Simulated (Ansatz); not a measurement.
Reaction (formal exchange of groups at the Si–C bond): `OC[SiH](F)CF` + `C#CNC` → `C#C[SiH](F)CF` + `CNCO`

Gas-phase electronic energies from Ansatz, PBE0-D4/def2-TZVP geometries. CBS: MP2 limit from def2 TZ/QZ plus the TZ coupled-cluster correction, frozen cores. Functionals use def2-TZVPP. Each species was taken in one conformer, which may not be the lowest.

`OC[SiH](F)CF`:

```xyz
12

O    -0.669   -1.921   -0.365
C    -0.631   -1.051    0.762
Si    0.607    0.328    0.478
F     1.992   -0.382    0.067
C     0.087    1.400   -0.983
F    -1.072    2.084   -0.614
H     0.199   -2.321   -0.467
H    -1.633   -0.624    0.864
H    -0.432   -1.598    1.694
H     0.842    1.158    1.686
H    -0.139    0.792   -1.864
H     0.849    2.135   -1.260
```

`C#CNC`:

```xyz
9

C    -0.784    2.059    0.002
C    -0.483    0.937    0.318
N    -0.095   -0.293    0.672
C     0.643   -1.084   -0.299
H    -1.049    3.053   -0.263
H    -0.786   -0.810    1.195
H     0.980   -2.004    0.179
H     1.522   -0.522   -0.618
H     0.051   -1.336   -1.186
```

`C#C[SiH](F)CF`:

```xyz
10

C     1.635    1.465   -1.418
C     0.985    0.991   -0.520
Si   -0.033    0.273    0.800
F     0.922   -0.267    1.962
C    -0.997   -1.211    0.156
F    -1.915   -0.781   -0.795
H     2.211    1.886   -2.211
H    -0.931    1.301    1.365
H    -1.543   -1.708    0.966
H    -0.335   -1.949   -0.307
```

`CNCO`:

Cartesian coordinates in Å:
```
C -0.198 -0.885 -1.119
N 0.003 0.387 -0.459
C 0.065 0.293 0.976
O 0.452 1.516 1.533
H -0.257 -0.732 -2.198
H -1.105 -1.423 -0.800
H 0.659 -1.536 -0.924
H -0.724 1.043 -0.719
H 0.772 -0.515 1.218
H -0.897 0.047 1.451
H 1.228 1.805 1.041
```

| level | ΔE (kJ/mol) |
| --- | --- |
| BLYP-D4 | -49.9 |
| HF/def2-SVP | -64.9 |
| CCSD(T)/def2-TZVPP | -70.7 |
| HF/CBS(def2) | -71.6 |

(1) What does CCSD(T)/CBS give? (An estimate is asked.)

Largest T1 diagnostic among the species: 0.012.

Answers

(1) Computed: -68.7 kJ/mol. The listed levels differ from it by 18.8, 3.8, -2.0, -2.9 kJ/mol.

From PBE to PBE0 (25 % exact exchange), in def2-TZVPP and without D4, ΔE moves by −4.4 kJ/mol. At CCSD(T), def2-SVP lies +3.4 kJ/mol from the extrapolated value and def2-TZVPP −1.9 kJ/mol. Leaving LDA and LC-ωPBE aside and taking each functional with its dispersion term where it has one, the values, not all of them listed here, spread over 16.2 kJ/mol, from B2PLYP to PBE-D4. LDA lies +7.4 kJ/mol from PBE without D4.
